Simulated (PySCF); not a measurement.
# Reading the logs of faulty runs: H3OSi anion

Calculated results; nothing here was measured. They come from PySCF 2.14.0, an open-source quantum chemistry program, on an isolated molecule that a program drew, which may never have been made. The molecule is H3OSi anion (charge -1, singlet), drawn as the SMILES string `[O-][SiH3]`.

Each row is a Hartree-Fock (HF) and frozen-core CCSD(T) single point in the aug-cc-pV(D+d)Z basis, meant for a local HF minimum. Run 1 is clean. Each other run has one planted mistake out of seven kinds, and not every kind appears here: one electron removed, one electron added, multiplicity raised by two, geometry at a saddle point, minimal basis STO-3G, one bond length entered in bohr, all coordinates scaled. The reference is restricted for singlets and unrestricted otherwise, and also for a bond in bohr. Adding or removing an electron swaps singlet and doublet. Electrons count all cores. HOMO and LUMO are orbital energies over both spins, the gradient is its largest component, and the lowest frequency (negative if imaginary) is given only where the gradient is small. Bond lengths are over the 4 bonds as drawn. T1 is the CCSD diagnostic: over 0.02 (restricted) or 0.045 (unrestricted) a single reference is doubtful.

Geometry of the clean run:
```xyz
5
H3OSi anion, angstrom
O    -0.1824    1.9134   -0.5264
Si   -0.5348    1.9149    0.9909
H    -1.6700    2.8335    1.4247
H     0.5766    2.3293    1.9469
H    -0.9724    0.5838    1.5888
```

```
run  electrons  basis functions  <S^2>  HOMO (eV)  LUMO (eV)  gradient (hartree/bohr)  lowest frequency (cm^-1)  mean bond (Å)  longest bond (Å)      T1  HF (hartree)  CCSD(T) (hartree)                     mistake
  1         26               82  0.000      -4.79       4.28                  9.0e-06                       785         1.5320             1.558  0.0179    -365.58270         -365.94925                    no fault
  2         26               82  0.000      -4.78       4.26                  6.7e-02                         -         1.6193             1.646  0.0199    -365.56994         -365.94429      all coordinates scaled
  3         26               82  2.009       1.02       3.65                  1.4e-01                         -         1.5320             1.558  0.0386    -365.47519         -365.78962  multiplicity raised by two
  4         25               82  0.759     -12.23       0.09                  1.4e-01                         -         1.5320             1.558  0.0314    -365.51302         -365.81872        one electron removed
  5         26               17  0.000       2.50      21.83                  5.5e-02                         -         1.5320             1.558  0.0206    -360.93250         -361.04026                           ?
  6         26               82  0.945      -3.07       3.87                  1.3e-02                         -         1.8785             2.944  0.0427    -365.42125         -365.75868                           ?
```

**Which mistake was planted in run 5, and what did it cost?**

It has 17 basis functions where the clean run has 82, with the same electrons and geometry. So the mistake is: minimal basis STO-3G. Subtracting run 1 and multiplying by 627.51 kcal/mol a hartree, the energy moved by 2918.0 kcal/mol in HF and 3080.4 kcal/mol in CCSD(T).

**Which mistake was planted in run 6, and what did it cost?**

The mean bond changes by a factor of 1.226 and the longest by 1.890, so the molecule wasn't scaled as a whole. A length L in bohr read as angstrom grows by (1/0.5292 - 1) L = 0.890 L. The 4 bonds together grew by 4 x 0.3465 = 1.386 Å, which gives L = 1.558 Å. That is bond O1-Si2, 1.558 Å in the clean geometry. So the mistake is: one bond length entered in bohr. Subtracting run 1 and multiplying by 627.51 kcal/mol a hartree, the energy moved by 101.3 kcal/mol in HF and 119.6 kcal/mol in CCSD(T).

Cautions from the logs. Run 3: the HOMO is above zero, so the electron isn't bound and the energy depends on the basis; run 5: T1 is over the limit, so its CCSD(T) energy is less reliable and the HOMO is above zero, so the electron isn't bound and the energy depends on the basis.
